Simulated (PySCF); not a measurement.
Radial density of Tc²⁺ (technetium, charge +2)

UHF, [Kr] 4d5, high-spin 6S determinant. All numbers are calculated (PySCF 2.14, scalar relativity through the core potential, in aug-cc-pVDZ-PP with ECP28MDF (5s5p4d2f, 54 functions)). This is the valence pseudo-density: the core potential removes the inner electrons and smooths the orbitals near the nucleus.

```
r (bohr)  4πr²ρ (e/bohr)  4πr²(ρα − ρβ)
  0.0393       2.583e-05         0.0000
  0.0661       7.126e-05         0.0000
   0.111       0.0003252         0.0001
   0.187        0.003574         0.0011
   0.315         0.07616         0.0241
   0.529           1.907         0.3850
   0.891           11.26         2.4749
    1.50           7.494         3.2749
    2.52           1.031         0.8630
    4.24         0.03207         0.0318
```

Energies and moments cover only the electrons outside the core potential.
